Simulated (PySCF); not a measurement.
Vertical excitations of a molecule CH8FNOSi2 from TDDFT-PBE/def2-SVPD (PySCF), as energy in eV (oscillator strength): 4.36 (0.022), 5.15 (0.012), 5.43 (0.006), 5.73 (0.006), 6.07 (0.015), 6.11 (0.007), 6.26 (0.017), 6.49 (0.051), 6.54 (0.035), 6.67 (0.013). Lowest triplet (TDA): 4.03 eV. Geometry: PBE0-D3(BJ)/def2-SVP. The values are those of a single conformer.

### Question
Which molecule gave these data?
A) CN[Si@H](O)[SiH2]F
B) N[SiH2][Si@@H](O)CF
C) NC[Si@@](O)(F)[SiH3]
D) N[Si@H](F)OC[SiH3]

### Answer
B, N[SiH2][Si@@H](O)CF
